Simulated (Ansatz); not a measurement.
Ansatz (a program for electronic structure) input:

Ansatz 0.2 input:
```yaml
crystal:
  periodic: [false, false, false]
  atoms:
    - {symbol: Si, position_ang: [-0.03514772, -0.74542957, 0.00249392]}
    - {symbol: Br, position_ang: [0.15540852, 0.59731021, -1.78754132]}
    - {symbol: Br, position_ang: [-0.08191809, 0.54759251, 1.81678731]}
    - {symbol: N, position_ang: [1.33987864, -1.76618162, -0.18921778]}
    - {symbol: N, position_ang: [-1.41350687, -1.71596770, 0.04752970]}
    - {symbol: H, position_ang: [2.23068219, -1.36608665, 0.10831877]}
    - {symbol: H, position_ang: [-1.49606120, -2.51607636, -0.56016988]}
    - {symbol: H, position_ang: [-2.29931991, -1.37837263, 0.38514288]}
basis:
  gaussian:
    orbitals: def2-TZVPD
hamiltonian:
  xc: {name: B3LYP}
magnetization: {spin_polarized: true, initial_magnetization: 1}
output: {forces: true}
```

Question: Predict the final energy.

Answer: -5549.34349 Eh (B3LYP/def2-TZVPD). The basis has 258 functions.

It need not be the lowest isomer of its formula.
